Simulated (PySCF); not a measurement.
Isomers of H10O2Si5, one GFN2-xTB conformer each. Single-point energies are computed at PBE0/pcSseg-1 (PySCF, gas phase, no added dispersion term), electronic only.

Question: Rank them by PBE0/pcSseg-1 energy, lowest first (kJ/mol).
A. `[OH:1][Si@:2]1([SiH3:3])[O:4][SiH2:5][SiH2:6][SiH2:7]1` with H–O1–Si2–Si3 64°
B. `[OH:1][Si@@:2]1([SiH3:3])[O:4][SiH2:5][Si@@H:6]1[SiH3:7]` with H–O1–Si2–Si3 -149°

Answer: A (0.0), B (50.4).

As drawn, the higher has a four-membered ring, which the lower lacks. GFN2-xTB itself gives, in the same order: 0.0, 73.0. Both levels put the same isomer lowest.

Question: Which frontier levels, dipoles and rotational constants go with these structures?

Answer: 
```json
{"SMILES": "O[Si@]1([SiH3])O[SiH2][SiH2][SiH2]1", "HOMO (eV, PBE0/pcSseg-1)": "-7.39", "LUMO (eV)": "-1.09", "dipole (D)": "0.84", "A, B, C (MHz)": "1494, 713.3, 602.1"}
{"SMILES": "O[Si@@]1([SiH3])O[SiH2][Si@@H]1[SiH3]", "HOMO (eV, PBE0/pcSseg-1)": "-7.31", "LUMO (eV)": "-1.15", "dipole (D)": "1.61", "A, B, C (MHz)": "1185, 712.5, 562.5"}
```
